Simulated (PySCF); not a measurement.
Radial density of Nb²⁺ (niobium, charge +2)

UHF, [Kr] 4d3, high-spin 4F determinant. Computed with PySCF 2.14 in cc-pVTZ-PP with ECP28MDF (5s5p4d2f1g, 63 functions), with scalar relativity through the core potential. This is the valence pseudo-density: the core potential removes the inner electrons and smooths the orbitals near the nucleus.

```csv
r (bohr),4πr²ρ (e/bohr),4πr²(ρα − ρβ)
0.0366,1.600e-05,0.0000
0.0616,4.218e-05,0.0000
0.104,0.0001620,0.0000
0.174,0.001393,0.0003
0.293,0.02284,0.0045
0.493,0.6323,0.0700
0.829,6.736,0.6829
1.39,8.092,1.8468
2.35,1.547,0.9684
3.95,0.08382,0.0806
6.64,0.0004284,0.0004
```

Energies and moments cover only the electrons outside the core potential.
